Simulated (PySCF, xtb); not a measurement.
TeI₂, SMILES I[Te]I. Atoms are numbered in the order given.

```xyz
3

Te     0.0000     0.0000     1.1583
I      0.0000     2.1288    -0.5682
I      0.0000    -2.1288    -0.5682
```

Geometry: B3LYP-D3(BJ)/def2-SVP. The def2 effective core potentials stand for the cores of I, Te; spin–orbit coupling is left out.

These are IEF-PCM-ωB97X/def2-SVP (PySCF) values and carry that method's errors.

The values are the electrostatic part of the solvation free energy, E(continuum) − E(gas) at the gas-phase geometry, in a cavity of scaled van der Waals radii (PySCF's table); cavitation and dispersion terms are not included. In vacuum the orbital gap is 6.99 eV. The dipole moment in vacuum is 1.06 D.

```csv
solvent,ε,ΔG(elec) (kcal/mol),dipole (D),gap (eV)
water,78.36,-2.8,1.62,7.11
acetone,20.49,-2.7,1.58,7.10
cyclohexanone,15.62,-2.6,1.56,7.10
```

For comparison, GFN2-xTB/ALPB(water) (xtb, at the GFN2-xTB geometry, all terms of that model) gives -3.2 kcal/mol.
